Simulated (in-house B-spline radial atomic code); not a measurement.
Values are calculated unless marked as measured or tabulated.
**Weak and strong correlation along the adiabatic connection**

Two-electron singlets in several external potentials (atomic units), by full CI in B-splines with partial waves to l = 8 (correlation energies up to 0.6 % small). The repulsion is scaled by λ at fixed density; W(λ) is the mean repulsion less the Hartree energy, W(0) = E_x, and the area under W from 0 to 1 is E_xc.

Relative drop (W(λ) − E_x)/E_x:

```
                            system  λ = 0.12  λ = 0.25  λ = 0.4  λ = 0.6  λ = 0.8   λ = 1
    −Z/r, Z = 0.75, wall at 6 bohr    0.0278    0.0538   0.0793   0.1077   0.1313  0.1510
 −Z/r, Z = 1.49, wall at 1.12 bohr    0.0067    0.0137   0.0216   0.0315   0.0409  0.0498
−Z/r, Z = 0.557, wall at 3.26 bohr    0.0200    0.0396   0.0597   0.0831   0.1033  0.1208
    −Z/r, Z = 6, wall at 1.57 bohr    0.0032    0.0065   0.0103   0.0153   0.0202  0.0249
−Z exp(−kr)/r, Z = 2.38, k = 0.698    0.0104    0.0211   0.0327   0.0472   0.0607  0.0731
                    −Z/r, Z = 0.98    0.0399    0.0750   0.1078   0.1424   0.1696  0.1917
    empty sphere, radius 1.98 bohr    0.0150    0.0301   0.0462   0.0657   0.0830  0.0987
```

(1) Order the systems by how far second-order (GL2) theory, half the initial slope (estimated from the first points of each curve), overshoots the correlation energy, least first.
A. −Z/r, Z = 0.98
B. −Z/r, Z = 1.49, wall at 1.12 bohr
C. −Z/r, Z = 0.75, wall at 6 bohr
D. −Z/r, Z = 0.557, wall at 3.26 bohr
E. −Z exp(−kr)/r, Z = 2.38, k = 0.698
F. −Z/r, Z = 6, wall at 1.57 bohr
G. empty sphere, radius 1.98 bohr

(2) What else changes along this order?

Answers

(1) F (GL2/E_c = 1.04), B (GL2/E_c = 1.09), E (GL2/E_c = 1.14), G (GL2/E_c = 1.20), D (GL2/E_c = 1.29), C (GL2/E_c = 1.42), A (GL2/E_c = 1.58).

(2) The ratio follows the bend of the curve. With it the leading natural occupation goes from 1.998 to 1.878 and −T_c/E_c from 0.96 to 0.65 between the first and the last.
